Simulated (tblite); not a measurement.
C3H5F3SeSi.
Bonds: C1–C2 (double), C2–Se3, Se3–C4, C4–Si5, Si5–F6, Si5–F7, Si5–F8. Hydrogens: H9, H10 on C1; H11 on C2; H12, H13 on C4.

Computed with GFN2-xTB (tblite), gas phase: L-BFGS steps from a force-field or distance-geometry start until the largest atomic force falls under 0.01 eV/Å.

Geometry at step 83:
```
atom  x, y, z in Å
C1      2.2328    0.9943    0.1664
C2      1.5453    0.1027   -0.5213
Se3     0.9485   -1.5358    0.2620
C4     -0.9680   -1.3799   -0.2354
Si5    -1.7174    0.2346    0.3552
F6     -1.4224    0.5671    1.8724
F7     -1.2107    1.5096   -0.4394
F8     -3.3008    0.2625    0.2360
H9      2.4534    0.8512    1.2148
H10     2.6044    1.9057   -0.2736
H11     1.3095    0.2177   -1.5738
H12    -1.4410   -2.2410    0.2371
H13    -1.0379   -1.4882   -1.3180
```

Q: What forces act on the atoms?

A: 
| atom | Fx (eV/Å) | Fy (eV/Å) | Fz (eV/Å) |
| --- | --- | --- | --- |
| C1 | 0.071 | 0.065 | 0.129 |
| C2 | 0.048 | 0.000 | -0.040 |
| Se3 | 0.017 | -0.004 | 0.012 |
| C4 | 0.033 | 0.030 | -0.017 |
| Si5 | -0.040 | -0.010 | 0.063 |
| F6 | 0.008 | 0.016 | 0.018 |
| F7 | -0.039 | -0.027 | -0.008 |
| F8 | 0.013 | 0.022 | -0.029 |
| H9 | -0.007 | -0.018 | -0.106 |
| H10 | -0.035 | -0.036 | -0.062 |
| H11 | -0.019 | 0.002 | 0.111 |
| H12 | -0.033 | 0.017 | -0.065 |
| H13 | -0.016 | -0.056 | -0.006 |

The largest, 0.16 eV/Å, acts on C1; the rms over all components is 0.046 eV/Å. The forces sum to zero within rounding, as they must for an isolated molecule in no field.

Q: Give the force on C1 in Eh/bohr and in nN.

A: 0.161 eV/Å ÷ 51.422 = 0.00313 Eh/bohr, and 0.161 eV/Å × 1.602 = 0.26 nN.

Q: How far is this geometry from the end of the optimisation?

A: 0.054 eV above it, and 0.531 Å rms away after alignment. The bonds farthest from their final lengths, with half the difference of the two atoms' forces along the bond (positive lengthens):

```json
{"bond": "C2–Se3", "now (Å)": "1.912", "final (Å)": "1.900", "force along bond (eV/Å)": "+0.02"}
{"bond": "C2–H11", "now (Å)": "1.085", "final (Å)": "1.081", "force along bond (eV/Å)": "-0.07"}
{"bond": "C1–H9", "now (Å)": "1.081", "final (Å)": "1.078", "force along bond (eV/Å)": "-0.12"}
{"bond": "C1=C2", "now (Å)": "1.319", "final (Å)": "1.322", "force along bond (eV/Å)": "+0.07"}
{"bond": "C4–Si5", "now (Å)": "1.875", "final (Å)": "1.878", "force along bond (eV/Å)": "+0.01"}
{"bond": "Se3–C4", "now (Å)": "1.986", "final (Å)": "1.984", "force along bond (eV/Å)": "0.00"}
```

The angle farthest from its final value is C1–C2–Se3, 121.9° against 123.7°.

The cost below is that of the whole relaxation. The run took 1.7 s wall on one thread of an Arm Neoverse N1, on a shared host.
